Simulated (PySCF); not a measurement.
Atomic charges by several schemes

B2H6NP.
Z-matrix (Å and degrees, PBE0-D3(BJ)/def2-SVP geometry), rows numbered from 1:
```
B 
N   1  1.4182
B   2  1.4247  1  125.86
P   3  1.9112  2  122.85  1   175.34
H   1  1.2090  2  119.09  3   178.93
H   1  1.2064  2  119.05  3    -0.87
H   2  1.0165  1  116.50  3  -178.83
H   3  1.2074  2  118.22  1     1.60
H   4  1.4260  3   99.91  2    40.62
H   4  1.4220  3   97.86  2   139.09
```

The species is `BNBP` (B2H6NP).

Density: PBE0/pcSseg-1 (PySCF); schemes: Mulliken, IAO, Hirshfeld and ESP-fitted. One conformer (not necessarily the lowest) at the PBE0-D3(BJ)/def2-SVP geometry, without solvent, vibrations or thermal averaging.

Problem. Which atoms carry the highest charge in the Mulliken, IAO, Hirshfeld and ESP-fitted schemes?

Solution. The schemes don't all agree: Mulliken H7 (+0.212); IAO H7 (+0.269); Hirshfeld B1 (+0.149); ESP-fitted H7 (+0.317).

Problem. Which atoms carry the lowest charge in the Mulliken, IAO, Hirshfeld and ESP-fitted schemes?

Solution. All schemes agree: Mulliken N2 (-0.500); IAO N2 (-0.413); Hirshfeld N2 (-0.206); ESP-fitted N2 (-0.458).

Problem. Tabulate the Mulliken, IAO, Hirshfeld and ESP-fitted charges.

Solution. In e:

```csv
atom,environment,Mulliken,IAO,Hirshfeld,ESP-fitted
B1,three-coordinate boron,+0.161,+0.059,+0.149,+0.290
N2,boron-bound nitrogen,-0.500,-0.413,-0.206,-0.458
B3,three-coordinate boron,+0.144,-0.011,+0.113,+0.238
P4,three-coordinate phosphorus,-0.157,+0.069,-0.002,-0.323
H5,B–H hydrogen,-0.013,+0.002,-0.063,-0.120
H6,B–H hydrogen,-0.007,+0.007,-0.057,-0.101
H7,N–H hydrogen,+0.212,+0.269,+0.130,+0.317
H8,B–H hydrogen,+0.055,+0.020,-0.056,-0.040
H9,P–H hydrogen,+0.042,-0.010,-0.009,+0.089
H10,P–H hydrogen,+0.063,+0.008,0.000,+0.107
```

Mean size of the charges over all atoms: ESP-fitted 0.208 e, Mulliken 0.135 e, IAO 0.087 e, Hirshfeld 0.078 e. Each set sums to the total charge, 0, to within 0.001 e. The Hirshfeld scheme divides the density at each point in proportion to the densities of the neutral, spherically averaged free atoms.

Problem. How closely do the schemes follow one another over all atoms?

Solution. Correlation coefficient and root-mean-square difference: Mulliken with ESP-fitted 0.92, 0.100 e; Hirshfeld with ESP-fitted 0.88, 0.162 e; Mulliken with Hirshfeld 0.85, 0.119 e; Mulliken with IAO 0.85, 0.102 e; IAO with Hirshfeld 0.78, 0.102 e; IAO with ESP-fitted 0.68, 0.180 e.

Problem. Sum the charges by element, for elements with more than one atom.

Solution. 
```csv
element,atoms,Mulliken,IAO,Hirshfeld,ESP-fitted
B,2,+0.305,+0.048,+0.262,+0.528
H,6,+0.352,+0.296,-0.054,+0.252
```

Problem. How many electrons does the ESP-fitted scheme count on P4?

Solution. Z − q = 15 − (-0.323) = 15.323.

These values come from a run that also computed NMR shieldings. On one thread of an Arm Neoverse V1 (shared host), this took 5.8 s of wall time.
